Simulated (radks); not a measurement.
Results of a calculation; reference values are marked as such.
Problem. Os+, configuration [Xe] 4f14 5d(3/2: 4, 5/2: 1) 6s2 (not the ground configuration). Level of theory: Dirac Kohn-Sham, LDA (Slater exchange, Perdew-Wang correlation), spin-unpolarised, spherical densities, point nucleus (a radial shooting solver on a logarithmic mesh with Libxc functionals).

Spin-orbit splittings of the eigenvalues, e(l+1/2) - e(l-1/2), with zeta = 2 splitting/(2l+1) and mean radii in bohr:

shell  occ.  splitting (eV)  zeta (eV)  <r> j=l-1/2  <r> j=l+1/2
2p        6            1530       1020      0.06132      0.06951
3p        6           333.5      222.3       0.1836       0.1987
3d       10           72.30      28.92       0.1735       0.1781
4p        6           78.59      52.39       0.4358       0.4697
4d       10           14.55      5.822       0.4827       0.4941
4f       14           2.810     0.8029       0.5523       0.5605
5p        6               ?          ?        1.095        1.195
5d        5           1.163     0.4651        1.673        1.734

Estimate the 5p splitting.

Solution. 12.46 eV (zeta = 8.303 eV).
